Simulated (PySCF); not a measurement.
## A thermochemical cycle for CaIn

MP2 in PySCF with def2-SVPD on every atom (core potentials on In), for the lowest determinant that a PBE0 search found; no spin–orbit coupling. CaIn, a doublet (π ↑), has De = 0.38 eV to neutral atoms, and CaIn⁺, a singlet (closed shell), has De = 1.07 eV to Ca + In⁺.

At the same level the In atom ionises at 5.41 eV.

Q: What is the adiabatic ionisation energy of the molecule, and does ionisation strengthen or weaken the bond?

A: IE = IE(In) + De(neutral) − De(ion) = 5.41 + 0.38 − 1.07 = 4.72 eV. De changes by +0.69 eV, so ionisation strengthens the bond.

Correlated steps freeze 9 core orbitals. Weak bonds: CaIn. Basis-set superposition, not corrected here, can be much of De in a small basis, most of all at correlated wavefunction levels. These are scalar-relativistic numbers at best; spin–orbit coupling would shift them, the dissociation energy most. For an ion De counts to the pair picked by the measured ionisation energies or electron affinities, which need not be the lowest pair at this level. States were picked by a PBE0 search and need not be the measured ground states.
